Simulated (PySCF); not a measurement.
**Working out the ionisation energy of Si(2+)**

Si(2+) [Ne] 3s2 (1S) → Si(3+) [Ne] 3s1 (2S). All numbers are calculated (PySCF 2.14, scalar relativity by spin-free X2C-1e, in ANO-RCC-VTZP (5s4p2d1f, 34 functions)). Frozen: 1s2. Energies in hartree (1 hartree = 27.21139 eV):

```csv
part,Si(2+) (lower),Si(3+) (upper)
UHF,-288.598324,-287.421264
MP2 opposite-spin,-0.045367,-0.012651
MP2 same-spin,-0.006153,-0.005152
```

Question: What does Hartree-Fock give?

Answer: (-287.421264) − (-288.598324) = 1.177060 hartree = 32.029 eV.

Question: What do MP2 and SCS-MP2 (6/5 opposite-spin, 1/3 same-spin) give?

Answer: The opposite-spin parts differ by 0.890 eV and the same-spin parts by 0.027 eV. MP2: 32.029 + (0.890) + (0.027) = 32.946 eV. SCS-MP2: 32.029 + 1.2 × (0.890) + (0.027)/3 = 33.106 eV.

Measured between the centres of the two terms (NIST): 33.493 eV, so MP2 (valence and next inner shell) is off by -0.547 eV.

What remains against the reference includes basis incompleteness, the frozen core and correlation beyond second order.
